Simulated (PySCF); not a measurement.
EPR parameters of [C8H8]+

Species: C8H8 (charge +1 and doublet state).
Geometry (GFN2-xTB, Å), atoms numbered from 1 in this order:
```
atom  x, y, z in Å
C1    -2.8315   -0.1025   -0.0748
C2    -1.6892   -0.8316    0.0419
C3    -0.3683   -0.3094    0.1679
C4     0.7169   -1.2276    0.2834
C5     2.0056   -0.7771    0.4102
C6     2.2656    0.6015    0.4234
C7     1.2140    1.5245    0.3125
C8    -0.0787    1.0862    0.1857
H9    -2.8476    0.9757   -0.0781
H10   -3.7865   -0.5948   -0.1711
H11   -1.7700   -1.9127    0.0409
H12    0.5076   -2.2872    0.2713
H13    2.8226   -1.4767    0.4989
H14    3.2818    0.9560    0.5177
H15    1.4299    2.5821    0.3271
H16   -0.8797    1.8026    0.0991
```

The hyperfine couplings belong to this conformer and change with its torsions.

As a line formula: `C1C=C[C+]([CH]C=1)C=C` [radical] (charge +1).

Method: PySCF 2.14.0, UKS B3LYP, pcH-1 on C H, non-relativistic, mean-field spin-orbit, GIAO. The structure is a single GFN2-xTB conformer in the gas phase; no vibrational or solvent corrections. The geometry wasn't refined by DFT: couplings that depend on bond lengths, twists or pyramidal angles can differ widely from those at the functional's own minimum, by a factor of two or more for some ions and for spin on atoms past the first row. Stability of the SCF solution: not tested.

* g1, g2, g3: 2.00218, 2.00223, 2.00303
* g_iso: 2.00248
* Form of g: close to axial: the two nearest values differ by 7 % of g3 − g1
* ⟨S²⟩: 0.7692 (exact 0.7500)
* α and β electrons: 28, 27
* HOMO–LUMO gap, α and β orbitals: 4.98, 2.32 eV
* Total energy: -309.37147 Eh
* Basis functions: 280

Hyperfine couplings atom by atom, in G; T1 to T3 are the principal values of the dipolar part; ρ(0) is the spin density at the nucleus (MHz turned into gauss with g_iso; 10 G = 1 mT):

```tsv
atom	isotope	a_iso	T1	T2	T3	Mulliken spin population	ρ(0) (bohr⁻³)
C1	13C	12.4	-13.3	-13.2	26.4	0.47	0.0310
C2	13C	-6.4	-1.1	0.3	0.8	-0.02	-0.0159
C3	13C	3.6	-6.4	-6.0	12.5	0.20	0.0089
C4	13C	0.5	-2.9	-2.5	5.4	0.08	0.0013
C5	13C	-4.1	-1.1	0.4	0.7	-0.04	-0.0101
C6	13C	8.3	-8.8	-8.4	17.2	0.31	0.0206
C7	13C	-4.6	-2.0	0.8	1.1	-0.06	-0.0115
C8	13C	1.4	-3.5	-3.3	6.7	0.11	0.0036
H9	1H	-10.5	-5.6	-1.0	6.6	-0.02	-0.0066
H10	1H	-11.0	-6.3	-0.8	7.1	-0.02	-0.0069
H11	1H	-0.2	-1.4	-0.8	2.1	0.00	-0.0001
H12	1H	-2.5	-1.6	-0.7	2.3	0.00	-0.0016
H13	1H	0.2	-0.8	-0.4	1.2	0.00	0.0002
H14	1H	-7.2	-4.2	-0.5	4.7	-0.01	-0.0045
H15	1H	0.6	-0.8	-0.2	1.0	0.00	0.0004
H16	1H	-2.9	-1.1	-1.0	2.1	0.00	-0.0018
```

The Mulliken spin populations are largest on C1 (+0.47), C6 (+0.31), C3 (+0.20) and C8 (+0.11). Three atoms exceed +0.15.

The SMILES `C=C[C+]1[CH]C=CC=C1` draws the unpaired electron on C4, whose computed spin population is only +0.08.

Axes: g1 is normal to the molecular plane and g2 points within 5° of the C1–H10 bond.

Under fast tumbling the dipolar parts average out, and these isotropic splittings remain: 1 × 1H (H10, I = 1/2, 2 lines) with 1.10 mT, 1 × 1H (H9, I = 1/2, 2 lines) with 1.05 mT, 1 × 1H (H14, I = 1/2, 2 lines) with 0.72 mT, 1 × 1H (H16, I = 1/2, 2 lines) with 0.29 mT, 1 × 1H (H12, I = 1/2, 2 lines) with 0.25 mT and 1 × 1H (H15, I = 1/2, 2 lines) with 0.06 mT.

The 13C coupling of C1 (34.9 MHz) shows only in satellite lines or after enrichment, since that isotope makes up about 1.07 % of natural carbon.

The spin density at the nucleus, in bohr⁻³, is negative for C2 (-0.0159), C7 (-0.0115) and C5 (-0.0101), for instance. A restricted open-shell determinant has no negative spin density anywhere; here it arises because α and β orbitals differ (spin polarisation).
